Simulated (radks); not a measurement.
Task: Radial electron density D(r) = 4 pi r^2 rho(r) of an atom or ion with 7 electrons. Method: scalar-relativistic Kohn-Sham, LDA (Slater exchange, Perdew-Zunger correlation), spin-polarised, spherical densities, finite nucleus; Fermi nuclear charge, rms radius of each element as measured or else 0.836 A^(1/3) + 0.57 fm; computed with a radial shooting solver on a logarithmic mesh with Libxc functionals.

| r (bohr) | D(r) (e/bohr) | spin D(r) |
|---|---|---|
| 0.004819 | 0.3708 | 0.00415 |
| 0.006078 | 0.5696 | 0.00637 |
| 0.007604 | 0.8552 | 0.00958 |
| 0.009589 | 1.289 | 0.0145 |
| 0.012 | 1.891 | 0.0214 |
| 0.01501 | 2.732 | 0.0311 |
| 0.01893 | 3.918 | 0.0451 |
| 0.02368 | 5.411 | 0.0637 |
| 0.02963 | 7.248 | 0.0886 |
| 0.03736 | 9.422 | 0.123 |
| 0.04674 | 11.56 | 0.170 |
| 0.05895 | 13.43 | 0.241 |
| 0.07375 | 14.41 | 0.355 |
| 0.09226 | 14.16 | 0.553 |
| 0.1164 | 12.53 | 0.924 |
| 0.1456 | 10.13 | 1.54 |
| 0.1821 | 7.917 | 2.49 |
| 0.2297 | 6.921 | 3.81 |
| 0.2873 | 7.470 | 5.15 |
| 0.3624 | 8.640 | 6.06 |
| 0.4533 | 8.837 | 5.93 |
| 0.5672 | 7.294 | 4.68 |
| 0.7153 | 4.504 | 2.79 |
| 0.8948 | 2.092 | 1.30 |
| 1.128 | 0.7588 | 0.528 |
| 1.412 | 0.3271 | 0.285 |
| 1.766 | 0.1686 | 0.165 |
| 2.228 | 0.06151 | 0.0613 |
| 2.787 | 0.01255 | 0.0126 |
| 3.486 | 0.001188 | 0.00119 |

What is the nuclear charge?

Result: Z = 13. The innermost maximum, from 1s, lies near gamma/Z bohr with gamma = sqrt(1 - (Z/c)^2) = 0.995, here 0.0766 bohr (found: 0.0793), and its height grows with Z. The density is that of the aluminium ion Al6+ in [He] 2s1.75 2p3 3s0.25; the configuration itself is not fixed sharply by these data, and Z only to about a unit. D(r) has 2 maxima, at r = 0.0793, 0.418 bohr, and minima at 0.233 bohr, inside which lie 2.23 electrons.
